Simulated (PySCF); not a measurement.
Species: H6O3Si3.
Numbering: `[O:1]1[SiH2:2][O:3][SiH2:4][O:5][SiH2:6]1` (hydrogens: H7, H8 on Si2; H9, H10 on Si4; H11, H12 on Si6)

The same species was optimised twice, with GFN2-xTB and with PBE0-D3(BJ)/def2-SVP (PySCF), and the same property calculations (PySCF, gas phase) were run on both structures.

```tsv
coordinate	GFN2-xTB	PBE0-D3(BJ)/def2-SVP	change
Si4–O5 (Å)	1.625	1.663	+0.038
O5–Si6 (Å)	1.625	1.663	+0.038
O1–Si6 (Å)	1.625	1.663	+0.038
Si2–O3 (Å)	1.626	1.663	+0.037
O3–Si4 (Å)	1.626	1.663	+0.037
O1–Si2 (Å)	1.626	1.663	+0.037
Si2–O3–Si4 (°)	130.9	132.6	+1.7
O3–Si4–O5 (°)	109.1	107.4	-1.7
O1–Si2–O3 (°)	109.0	107.3	-1.7
Si2–O1–Si6 (°)	131.1	132.7	+1.6
Si4–O5–Si6 (°)	131.0	132.6	+1.6
O1–Si6–O5 (°)	108.9	107.4	-1.5
```

Rotational constants: A = 2456, B = 2451, C = 1286 MHz (GFN2-xTB) against A = 2333, B = 2332, C = 1217 MHz (PBE0-D3(BJ)/def2-SVP). Point groups within 0.08 Å: D3h and D3h. Atoms that the bonding makes alike are paired by their places after alignment.

On the GFN2-xTB structure: lowest singlet, TDDFT (eV) 7.58 [wB97X-D/def2-SVPD]; isotropic polarisability (au) 72.7 [wB97X-D/def2-SVPD]; HOMO (eV) -10.23 [wB97X-D/def2-SVPD]; LUMO (eV) 1.73 [wB97X-D/def2-SVPD]; HOMO (eV) -8.38 [PBE0/pcSseg-1]; LUMO (eV) 0.69 [PBE0/pcSseg-1]; GIAO shielding of O1/O3/O5 (mean) (ppm) 249.5 [PBE0/pcSseg-1]; GIAO shielding of Si2/Si4/Si6 (mean) (ppm) 388.5 [PBE0/pcSseg-1].

Question: What do these properties become on the PBE0-D3(BJ)/def2-SVP structure?

Answer: 
```json
{"property": "lowest singlet, TDDFT (eV)", "level": "wB97X-D/def2-SVPD", "on GFN2-xTB": "7.58", "on PBE0-D3(BJ)/def2-SVP": "7.70", "change": "+0.12"}
{"property": "isotropic polarisability (au)", "level": "wB97X-D/def2-SVPD", "on GFN2-xTB": "72.7", "on PBE0-D3(BJ)/def2-SVP": "76.8", "change": "+4.1"}
{"property": "HOMO (eV)", "level": "wB97X-D/def2-SVPD", "on GFN2-xTB": "-10.23", "on PBE0-D3(BJ)/def2-SVP": "-10.28", "change": "-0.05"}
{"property": "LUMO (eV)", "level": "wB97X-D/def2-SVPD", "on GFN2-xTB": "1.73", "on PBE0-D3(BJ)/def2-SVP": "1.78", "change": "+0.05"}
{"property": "energy, GFN2-xTB geometry as zero (kcal/mol)", "level": "wB97X-D/def2-SVPD", "on GFN2-xTB": "0.0", "on PBE0-D3(BJ)/def2-SVP": "-8.4", "change": "-8.4"}
{"property": "HOMO (eV)", "level": "PBE0/pcSseg-1", "on GFN2-xTB": "-8.38", "on PBE0-D3(BJ)/def2-SVP": "-8.44", "change": "-0.06"}
{"property": "LUMO (eV)", "level": "PBE0/pcSseg-1", "on GFN2-xTB": "0.69", "on PBE0-D3(BJ)/def2-SVP": "0.52", "change": "-0.17"}
{"property": "energy, GFN2-xTB geometry as zero (kcal/mol)", "level": "PBE0/pcSseg-1", "on GFN2-xTB": "0.0", "on PBE0-D3(BJ)/def2-SVP": "-6.8", "change": "-6.8"}
{"property": "GIAO shielding of O1/O3/O5 (mean) (ppm)", "level": "PBE0/pcSseg-1", "on GFN2-xTB": "249.5", "on PBE0-D3(BJ)/def2-SVP": "250.5", "change": "+1.0"}
{"property": "GIAO shielding of Si2/Si4/Si6 (mean) (ppm)", "level": "PBE0/pcSseg-1", "on GFN2-xTB": "388.5", "on PBE0-D3(BJ)/def2-SVP": "384.8", "change": "-3.7"}
```

The heavy atoms differ by 0.038 Å rms after alignment. Among bonds between heavy atoms O1–Si2, O1–Si6, Si2–O3, O3–Si4, Si4–O5 and O5–Si6 change most and about equally (+0.037 to +0.038 Å). Changes are differences of the printed values. Neither structure is proved a minimum here.

The pairwise dispersion term of wB97X-D wasn't added to the energies; at a given geometry it leaves orbitals and properties as they are.
